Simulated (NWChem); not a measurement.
Program: NWChem. System: PbS, charge 0, spin multiplicity 1, at a geometry optimised with PBE0/def2-SVP with def2 effective core potentials on Pb. The structure started from a generated list of species. Level: PBE/def2-TZVPD with def2 effective core potentials on Pb.

Job file:

```
start mol
memory heap 200 mb stack 900 mb global 1100 mb
geometry units angstroms nocenter noautoz
  Pb     0.000000     0.000000     0.376835
  S      0.000000     0.000000    -1.931278
  symmetry group C2v
end
basis spherical
  * library def2-tzvpd
end
ecp
  Pb library def2-ecp
end
dft
  xc xpbe96 cpbe96
  semidirect memsize 60000000 filesize 0
  iterations 100
end
task dft energy
```

Part of the output:

```
             Northwest Computational Chemistry Package (NWChem) 7.3.0
             --------------------------------------------------------

                                NWChem Input Module
                                -------------------

 Scaling coordinates for geometry "geometry" by  1.889725989
 (inverse scale =  0.529177249)

 Turning off AUTOSYM since
 SYMMETRY directive was detected!

                             Geometry "geometry" -> ""
                             -------------------------

 Output coordinates in angstroms (scale by  1.889725989 to convert to a.u.)

  No.       Tag          Charge          X              Y              Z
 ---- ---------------- ---------- -------------- -------------- --------------
    1 Pb                  82.0000     0.00000000     0.00000000     0.37683500
    2 S                   16.0000     0.00000000     0.00000000    -1.93127800

 Effective nuclear repulsion energy (a.u.)     300.8000694453

            Nuclear Dipole moment (a.u.)
            ----------------------------
        X                 Y               Z
 ---------------- ---------------- ----------------
     0.0000000000     0.0000000000     0.0000415740

      Symmetry information
      --------------------

 Group name             C2v
 Group number             16
 Group order               4
 No. of unique centers     2

      Symmetry unique atoms

     1    2


 Summary of "ao basis" -> "" (spherical)
 ------------------------------------------------------------------------------
       Tag                 Description            Shells   Functions and Types
 ---------------- ------------------------------  ------  ---------------------
 *                         def2-tzvpd                 on all atoms

 Summary of "ao basis" -> "ao basis" (spherical)
 ------------------------------------------------------------------------------
       Tag                 Description            Shells   Functions and Types
 ---------------- ------------------------------  ------  ---------------------
 Pb                        def2-tzvpd               18       56   7s5p4d2f
[...]
              MO Center=  2.5D-15,  3.4D-17, -1.4D+00, r^2= 2.5D+00
   Bfn.  Coefficient  Atom+Function         Bfn.  Coefficient  Atom+Function
  ----- ------------  ---------------      ----- ------------  ---------------
    72      0.454816  2 S  px                75      0.302790  2 S  px
    17      0.211766  1 Pb px                69      0.202454  2 S  px
    11     -0.196046  1 Pb px                63     -0.172958  2 S  px
    14      0.159154  1 Pb px                26     -0.082124  1 Pb d  1
    66     -0.075857  2 S  px                20      0.060130  1 Pb px

 Vector   20  Occ=0.000000D+00  E=-1.157163D-01  Symmetry=b2
              MO Center=  1.4D-17, -3.1D-16,  3.5D-02, r^2= 4.4D+00
   Bfn.  Coefficient  Atom+Function         Bfn.  Coefficient  Atom+Function
  ----- ------------  ---------------      ----- ------------  ---------------
    18      0.497987  1 Pb py                12     -0.377115  1 Pb py
    21      0.335510  1 Pb py                15      0.312571  1 Pb py
    73     -0.265633  2 S  py                76     -0.246499  2 S  py
    70     -0.125065  2 S  py                64      0.100054  2 S  py
     9      0.078228  1 Pb py                24     -0.053786  1 Pb d -1

 Vector   21  Occ=0.000000D+00  E=-1.157163D-01  Symmetry=b1
              MO Center=  7.7D-16,  4.8D-17,  3.5D-02, r^2= 4.4D+00
   Bfn.  Coefficient  Atom+Function         Bfn.  Coefficient  Atom+Function
  ----- ------------  ---------------      ----- ------------  ---------------
    17      0.497987  1 Pb px                11     -0.377115  1 Pb px
    20      0.335510  1 Pb px                14      0.312571  1 Pb px
    72     -0.265633  2 S  px                75     -0.246499  2 S  px
    69     -0.125065  2 S  px                63      0.100054  2 S  px
     8      0.078228  1 Pb px                26      0.053786  1 Pb d  1

 Vector   22  Occ=0.000000D+00  E=-2.299945D-02  Symmetry=a1
              MO Center=  9.9D-15,  6.6D-16,  9.6D-01, r^2= 8.6D+00
   Bfn.  Coefficient  Atom+Function         Bfn.  Coefficient  Atom+Function
  ----- ------------  ---------------      ----- ------------  ---------------
     7      0.696363  1 Pb s                  6     -0.627498  1 Pb s
    22      0.449178  1 Pb pz                61      0.333711  2 S  s
    62     -0.322695  2 S  s                  5     -0.299543  1 Pb s
    40      0.292935  1 Pb d  0              19      0.256871  1 Pb pz
    77      0.254496  2 S  pz                74      0.251104  2 S  pz

 center of mass
 --------------
 x =   0.00000000 y =   0.00000000 z =   0.13093804

 moments of inertia (a.u.)
 ------------------
         527.203989344578           0.000000000000           0.000000000000
           0.000000000000         527.203989344578           0.000000000000
           0.000000000000           0.000000000000           0.000000000000

     Multipole analysis of the density
     ---------------------------------

     L   x y z        total         alpha         beta         nuclear
     -   - - -        -----         -----         ----         -------
     0   0 0 0     -0.000000    -19.000000    -19.000000     38.000000

     1   1 0 0     -0.000000     -0.000000     -0.000000      0.000000
     1   0 1 0     -0.000000     -0.000000     -0.000000      0.000000
     1   0 0 1      1.543775     22.135314     22.135314    -42.726852

     2   2 0 0    -29.658610    -14.829305    -14.829305      0.000000
     2   1 1 0     -0.000000     -0.000000     -0.000000      0.000000
     2   1 0 1     -0.000000     -0.000000     -0.000000      0.000000
     2   0 2 0    -29.658610    -14.829305    -14.829305      0.000000
     2   0 1 1     -0.000000     -0.000000     -0.000000      0.000000
     2   0 0 2    -35.036146   -129.652094   -129.652094    224.268042

 Task  times  cpu:        2.6s     wall:        2.6s

 Total times  cpu:        2.7s     wall:        2.7s
```
